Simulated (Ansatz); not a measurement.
A made-up structure of Al₂BH₅O, closed shell:

```json
{"atom": "B1", "x (Å)": "-0.7384", "y (Å)": "2.2299", "z (Å)": "0.4551"}
{"atom": "Al2", "x (Å)": "0.5599", "y (Å)": "0.5847", "z (Å)": "0.7961"}
{"atom": "O3", "x (Å)": "0.3327", "y (Å)": "-0.8248", "z (Å)": "-0.1068"}
{"atom": "Al4", "x (Å)": "0.1738", "y (Å)": "-2.2556", "z (Å)": "-0.9738"}
{"atom": "H5", "x (Å)": "-1.7644", "y (Å)": "2.3854", "z (Å)": "1.0581"}
{"atom": "H6", "x (Å)": "0.8347", "y (Å)": "0.5083", "z (Å)": "2.2891"}
{"atom": "H7", "x (Å)": "1.7469", "y (Å)": "0.5870", "z (Å)": "1.8574"}
{"atom": "H8", "x (Å)": "-0.7819", "y (Å)": "-3.3819", "z (Å)": "-0.4058"}
{"atom": "H9", "x (Å)": "0.9773", "y (Å)": "-2.4123", "z (Å)": "-2.3286"}
```

It is relaxed with PBE-D4/def2-SVP and then PBE0-D4/def2-TZVP (Ansatz 0.2.0). Atoms count as bonded within 1.22 times the sum of their covalent radii (H–H: 0.88 Å). The end point is not checked to be a true minimum.

(1) Does its bonding change? (Judge from chemistry; the calculation decides.)

Results:

(1) Computed: Yes. Formed: B1–H6; broken: Al2–H6.

Where it ends: The first stage lowers the energy by 4.32 eV in 26 steps. It ends as Al₂BH₅O ([BH2][AlH][O][AlH2]):
B1  (-0.650, 1.668, 1.411)
Al2  (0.911, 0.335, 0.868)
O3  (0.533, -1.000, -0.095)
Al4  (0.222, -2.346, -1.052)
H5  (-0.949, 2.626, 0.753)
H6  (-1.307, 1.530, 2.407)
H7  (2.430, 0.508, 1.313)
H8  (-0.207, -3.695, -0.342)
H9  (0.357, -2.206, -2.622)
(Å)

Labels in which every atom is bracketed show which atoms are joined, not bond orders.

For scale, one of the runs: PBE0-D4/def2-TZVP relaxation, 166 basis functions, launched by `ansatz run in.yaml --threads 2 --pin off --events-out ev --progress --plain --max-ram 4352MiB`. The run took about 24 s on 2 CPU threads of an Arm Neoverse V2 (shared host).
